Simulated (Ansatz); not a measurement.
`[CH3][SnH]([Cl])[O][SiH3]` + NH₃ → `[CH3][SnH]([NH2])[Cl]` + `O[SiH3]` at 400 K and 1 bar (ligand exchange at the Sn–O bond).

Isolated molecules relaxed with PBE0-D4/def2-TZVP in Ansatz; ΔE leaves out vibrations. CCSD(T)/CBS is the MP2 limit (def2-TZVPP, def2-QZVPP) plus CCSD(T) − MP2 in def2-TZVPP, frozen cores. This one scheme is used for every species. def2 core potentials past Kr. For Sn outer-core shells are correlated without core-valence functions, which leaves a few kJ/mol of doubt a bond. Each species was taken in one conformer, which may not be the lowest.

```
                    species  CCSD(T)/CBS energy (Eh)  H − E (kJ/mol)  S (J/(mol·K))
`[CH3][SnH]([Cl])[O][SiH3]`              -1080.43028           236.2          479.8
                        NH₃                -56.50880           104.2          203.1
    `[CH3][SnH]([NH2])[Cl]`               -770.22867           217.3          412.8
                  `O[SiH3]`               -366.69042           120.0          276.4
```

H − E and S are ideal-gas, rigid-rotor, harmonic terms from PBE0-D4/def2-TZVP, for one conformer and one mirror image of each species. 1 Eh = 2625.50 kJ/mol, R = 8.31446 J/(mol·K).

Q: By hand: ΔE, ΔH, ΔS and ΔG.

A: ΔE = (-770.22867) + (-366.69042) − (-1080.43028) − (-56.50880) = 0.01999 Eh = 52.5 kJ/mol. Δ(H − E) = 217.3 + 120.0 − 236.2 − 104.2 = -3.1, so ΔH = 49.4 kJ/mol. ΔS = 412.8 + 276.4 − 479.8 − 203.1 = 6.3 J/(mol·K). ΔG = 49.4 − 400 × (6.3)/1000 = 46.9 kJ/mol.

Q: By hand: the equilibrium constant, and the temperature at which ΔG would vanish if ΔH and ΔS stayed fixed.

A: log₁₀ K = −ΔG/(RT ln 10) = -6.1. ΔG = 0 at ΔH/ΔS = 7841 K, far beyond where these terms or the molecules hold.

The number of gas molecules stays the same, so ΔS is small and ΔH decides. A doubt of 5 kJ/mol in ΔE shifts log₁₀ K by 0.7 here. Other conformers and mirror images would add mixing entropy, several J/(mol·K) or more a flexible species. Modes under 60 cm⁻¹, often nearly free rotors, make the harmonic entropy too high. These are equilibria of isolated gas molecules and say nothing of rates. Largest T1 diagnostic: 0.012 (customary marks: 0.02 for closed shells, 0.045 for open ones).
